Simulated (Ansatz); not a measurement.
Process, species as SMILES: [SiH2-]O[SiH](Cl)Cl -> [SiH3]O[Si-](Cl)Cl
Geometries: B3LYP-D3(BJ)/def2-TZVP minima from Ansatz (a first-principles code), one conformer each, not searched for the lowest.

Quantity: isomerisation energy (electronic energy difference), in kcal/mol. Cores are frozen in the correlated levels unless marked. Spin-orbit coupling is left out. Non-relativistic. Anions need diffuse functions: aug- sets have them; def2-D sets add few; the other sets have none. CBS marks a two-point X^-3 extrapolation of the correlation energy; Hartree-Fock from the larger set.

```csv
level,program,isomerisation energy (kcal/mol)
revPBE/def2-TZVPD,Ansatz,(withheld)
B3LYP-D3(BJ)/def2-TZVPD,Ansatz + dftd3,(withheld)
PBE0/STO-3G,Ansatz,-47.6
LC-wPBE-D4/def2-TZVPD,Ansatz + dftd4,-16.6
SCS-MP2/aug-cc-pV(T+d)Z,Ansatz,-18.3
CCSD/aug-cc-pV(D+d)Z,Ansatz,-18.2
"CCSD(T)/CBS(aug-cc-pV(T+d)Z,aug-cc-pV(Q+d)Z)",Ansatz,-17.6
```

Problem. Fill in the missing entries.

Solution. 
- revPBE/def2-TZVPD, isomerisation energy (kcal/mol): -17.9
- B3LYP-D3(BJ)/def2-TZVPD, isomerisation energy (kcal/mol): -20.3
